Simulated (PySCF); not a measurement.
F2O2W, charge -1, multiplicity 2. Atoms are numbered in the order given.

```xyz
5

W      0.0000     0.0000     0.1044
O      0.0000    -1.4429     1.0696
O      0.0000     1.4429     1.0696
F     -1.2753     0.0000    -1.3801
F      1.2753     0.0000    -1.3801
```
Charge -1, spin multiplicity 2.

Coordinates come from a PBE0-D3(BJ)/def2-SVPD optimisation. The spin state was assumed, not searched. The isomer is the one that the SMILES or the coordinates give; other isomers of the formula were not compared. The def2 effective core potentials stand for the cores of W; spin–orbit coupling is left out.

These are PBE0-D3(BJ)/def2-SVPD (PySCF) values and carry that method's errors.

Frequencies are harmonic and unscaled.

| mode | ν (cm⁻¹) | IR (km/mol) | moving atoms (share of kinetic energy) |
|---|---|---|---|
| 1 | 78 | 0.0 | F 52 %, O 48 % |
| 2 | 179 | 8.2 | O 66 %, F 18 %, W 16 % |
| 3 | 211 | 9.7 | F 44 %, O 42 %, W 14 % |
| 4 | 261 | 3.0 | F 91 % |
| 5 | 313 | 4.8 | O 85 %, F 8 % |
| 6 | 538 | 100.8 | F 89 %, W 10 % |
| 7 | 594 | 154.0 | F 85 %, W 13 % |
| 8 | 931 | 343.6 | O 88 %, W 12 % |
| 9 | 982 | 87.6 | O 95 % |
